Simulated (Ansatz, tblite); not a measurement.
Removing and adding an electron: Li₆H₇. Charge 0, multiplicity 2. Geometry: PBE0-D4/def2-TZVP. Ansatz, gas phase; energy differences of separate SCF runs; the oxidised species is a singlet (the triplet lies 3.52 eV higher at PBE0-D4/def2-TZVP); the reduced species is a triplet (the singlet lies 0.05 eV higher at PBE0-D4/def2-TZVPD).

```xyz
13

Li   -0.8567   -0.8906    1.2928
Li    0.6988    1.1314    1.9700
Li    1.7291    1.3879   -1.4751
Li   -0.5287    1.1092   -0.2887
Li    1.6497   -0.6613    0.0554
Li    0.2940   -0.4938   -2.1044
H    -1.0038    0.8909    1.4683
H    -2.7333   -1.6923    1.1870
H    -0.2462   -0.8463   -0.4011
H     1.3736    1.2726    0.3059
H    -2.4345   -2.1271    1.7241
H     0.0085    1.2945   -2.0338
H     2.0495   -0.3751   -1.7004
```

The xTB rows come from tblite. In the doublet, H8 and H11 lie 0.75 Å apart (atoms count from 1), so H2 has formed as a molecule. At PBE-D4/def2-TZVPD a singlet of charge -1 lies 0.05 eV below the triplet, each at its own geometry. The structure comes from a short search, and lower isomers may exist.

(1) Estimate orbital energies and vertical ionisation energies and electron affinities at: GFN1-xTB; PBE-D4/def2-TZVP; PBE-D4/def2-TZVPD; r2SCAN-D4/def2-TZVP; r2SCAN-D4/def2-TZVPD; PBE0-D4/def2-TZVP; PBE0-D4/def2-TZVPD.

Answers

(1) 
| level | −HOMO (eV) | vertical IE (eV) | −LUMO (eV) | vertical EA (eV) | HOMO–LUMO gap (eV) | IE − EA (eV) | remarks |
| --- | --- | --- | --- | --- | --- | --- | --- |
| GFN1-xTB | – | 11.13 | – | 4.24 | – | 6.89 | – |
| PBE-D4/def2-TZVP | 2.51 | 4.75 | 1.16 | – | 1.36 | – | – |
| PBE-D4/def2-TZVPD | 2.49 | – | 1.24 | 0.22 | 1.25 | – | HOMO above zero (-1 triplet) |
| r2SCAN-D4/def2-TZVP | 2.56 | 4.68 | 0.75 | – | 1.81 | – | – |
| r2SCAN-D4/def2-TZVPD | 2.53 | – | 0.83 | 0.04 | 1.70 | – | HOMO above zero (-1 triplet) |
| PBE0-D4/def2-TZVP | 3.10 | 4.73 | 0.60 | – | 2.50 | – | – |
| PBE0-D4/def2-TZVPD | 3.06 | – | 0.72 | 0.10 | 2.34 | – | HOMO above zero (-1 triplet) |

   A HOMO above zero means that the electron is unbound at that level or that self-interaction error raises the level; the energy of removing that electron tells which. HOMO and LUMO are the levels of the spin that leaves or enters (xTB has no such levels and no spin-polarisation term). Other spin states of the ions may lie lower, which would lower the ionisation energy or raise the affinity. Raw xTB energy differences between charge states are shifted by several eV; the methods need an empirical correction for them.
